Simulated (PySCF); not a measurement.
How methods differ on the interval between two levels of V

V [Ar] 3d3 4s2 [4F9/2, M_J = 9/2] → V [Ar] 3d2 4s2 4p1 [4G11/2, M_J = 11/2], as a difference of total energies. Calculation: PySCF 2.14, in x2c-TZVPall-2c (6s7p4d1f, 54 functions); the two-component X2C-1e Hamiltonian. Correlated levels: [Ne] frozen; the 6 highest virtual spinors dropped. "Screened" scales the spin-orbit matrix elements by Boettger's factors to mimic the two-electron term; Breit and QED terms are absent.

| method | interval between two levels (cm⁻¹) |
| --- | --- |
| GHF (spin-free) | 42545 |
| GMP2 (spin-free) | 44595 |
| GHF (screened spin-orbit) | 42730 |
| GMP2 (screened spin-orbit) | 44788 |

The labels give the starting determinants; with spin-orbit coupling the two ends relaxed to ⟨J²⟩ = 24.77, ⟨L²⟩ = 12.01, ⟨S²⟩ = 3.76 and ⟨J²⟩ = 35.90, ⟨L²⟩ = 20.11, ⟨S²⟩ = 3.79.
